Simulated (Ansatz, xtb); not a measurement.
# C4H6Cl2O2: which of two isomers lies lower

Structure a: `CC(=O)OCC(Cl)Cl`, a singlet. Structure b: `COC(=O)CC(Cl)Cl`, a singlet. Both are isolated molecules in the gas phase, relaxed with PBE-D3(BJ)/def2-SVP, each in the lowest conformer that the search found.

Quicker runs give these differences E(b) − E(a): GFN2-xTB +1.2 kcal/mol; HF/STO-3G +1.8 kcal/mol (at GFN2-xTB geometries); r2SCAN-D4/def2-SVP +2.4 kcal/mol (at GFN2-xTB geometries).

**Question.** Estimate E(b) − E(a) at the level CCSD(T)/def2-SVP + ΔMP2/def2-TZVPP.

**Answer.** Calculated at CCSD(T)/def2-SVP + ΔMP2/def2-TZVPP: E(b) − E(a) = +2.1 kcal/mol, so structure a lies lower.

How the difference moves with the method:

| level | geometry | E(b) − E(a) (kcal/mol) | departure from the last row (kcal/mol) | job, with rough time for the two |
| --- | --- | --- | --- | --- |
| GFN2-xTB | GFN2-xTB | +1.2 | −1.0 | optimisation, 0.2 s |
| HF/STO-3G | GFN2-xTB | +1.8 | −0.3 | single point, 0.5 s |
| r2SCAN-D4/def2-SVP | GFN2-xTB | +2.4 | +0.2 | single point, 4.6 s |
| PBE-D3(BJ)/def2-SVP | PBE-D3(BJ)/def2-SVP | +2.3 | +0.1 | optimisation, 42 s |
| HF/def2-SVP | PBE-D3(BJ)/def2-SVP | +2.2 | 0.0 | part of the CCSD(T) run |
| MP2/def2-SVP | PBE-D3(BJ)/def2-SVP | +1.7 | −0.5 | part of the CCSD(T) run |
| CCSD(T)/def2-SVP | PBE-D3(BJ)/def2-SVP | +1.9 | −0.3 | single point |
| CCSD(T)/def2-SVP + ΔMP2/def2-TZVPP | PBE-D3(BJ)/def2-SVP | +2.1 |  | single point, 1.9 min |

As drawn, both hold the same kinds of bond in the same numbers.

None of the levels shown reverses the order. The largest departure from CCSD(T)/def2-SVP + ΔMP2/def2-TZVPP is that of GFN2-xTB, 1.0 kcal/mol. A small imaginary or near-zero mode remains, so no thermal terms are given. The last row adds to CCSD(T) the change of the MP2 difference between the two basis sets, here +0.3 kcal/mol.

The correlated steps freeze 16 core orbitals. Programs: Ansatz 0.2.0, xtb 6.7.1; the last row on 4 threads of Arm Neoverse V1 on a shared host.
